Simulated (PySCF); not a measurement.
# Radial density of Se²⁺ (selenium, charge +2)

wB97X-V, [Ar] 3d10 4s1 4p2 4d1, one real determinant (an excited configuration). Calculation: PySCF 2.14, in aug-cc-pVDZ-PP with ECP10MDF (5s4p3d, 32 functions); a scalar-relativistic core potential. This is the valence pseudo-density: the core potential removes the inner electrons and smooths the orbitals near the nucleus.

```
r (bohr)  4πr²ρ (e/bohr)  4πr²(ρα − ρβ)
0.000659       2.732e-05         0.0000
 0.00111       7.717e-05         0.0000
 0.00186       0.0002174         0.0000
 0.00313       0.0006075         0.0001
 0.00527        0.001661         0.0001
 0.00887        0.004282         0.0004
  0.0149        0.009623         0.0009
  0.0251         0.01751         0.0015
  0.0422         0.03321         0.0023
  0.0710          0.1435         0.0030
   0.119           1.146         0.0079
   0.201           6.717         0.0589
   0.338           23.95         0.3730
   0.568           29.84         0.2133
   0.955           8.522         0.5357
    1.61           2.710         2.2874
    2.70           1.017         1.0157
    4.55          0.1110         0.1110
    7.65       0.0008132         0.0008
```

⟨L²⟩ = 7.80 against 12 for a pure F term, so this real determinant mixes terms. Energies and moments cover only the electrons outside the core potential. The outer electron is Rydberg-like, and this basis confines it to a smaller radius and binds it less than a complete one would.
